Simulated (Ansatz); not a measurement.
`F[CH2][SnH2][SH]` + H–F → `[F][SnH2][SH]` + fluoromethane  (ligand exchange at the Sn–C bond)

Isolated molecules relaxed with PBE0-D4/def2-TZVP in Ansatz; ΔE leaves out vibrations. CBS: MP2 limit from def2 TZ/QZ plus the TZ coupled-cluster correction, frozen cores. This one scheme is used for every species. Elements past krypton have def2 core potentials. For Sn outer-core shells are correlated without core-valence functions, which leaves a few kJ/mol of doubt a bond. Each species was taken in one conformer, which may not be the lowest.

```csv
species,CCSD(T)/CBS(def2) energy (Eh)
`F[CH2][SnH2][SH]`,-752.64602
H–F,-100.39570
`[F][SnH2][SH]`,-713.44162
`CF`,-139.63461
```

**Question.** Work out ΔE.

**Answer.** ΔE = (-713.44162) + (-139.63461) − (-752.64602) − (-100.39570) = -0.03451 Eh = -21.7 kcal/mol.

Largest T1 diagnostic among the species: 0.013.

Leaving LDA and LC-ωPBE aside and taking each functional with its dispersion term where it has one, the values, not all of them listed here, spread over 5.4 kcal/mol, from B97M-V to HSE06-D4. LDA lies +3.2 kcal/mol from PBE without D4. At CCSD(T), def2-SVP lies −3.1 kcal/mol from the extrapolated value and def2-TZVPP +0.7 kcal/mol.
